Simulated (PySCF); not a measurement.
# P⁺: ionisation energy

P⁺ [Ne] 3s2 3p2 (3P) → P²⁺ [Ne] 3s2 3p1 (2P), as a difference of total energies. All numbers are calculated (PySCF 2.14, no relativity, point nucleus, in 6-31G* (4s3p1d, 18 functions)). Correlated levels: valence: [Ne] frozen. The calculations carry no spin-orbit coupling.

```
           method  ionisation energy (eV)  difference from reference (eV)
              UHF                  19.179                          -0.590
              LDA                  19.849                          +0.080
           M06-2X                  19.624                          -0.145
    MP2 (valence)                  19.406                          -0.363
SCS-MP2 (valence)                  19.336                          -0.433
   CCSD (valence)                  19.407                          -0.362
CCSD(T) (valence)                  19.414                          -0.355
```

Reference: 19.769 eV (semi-empirical (NIST evaluation); NIST Atomic Spectra Database, ionization energies).

The reference lies between the lowest fine-structure levels, while these numbers refer to the centres of the terms.

Errors of the correlated levels include the incompleteness of this basis and the frozen core.
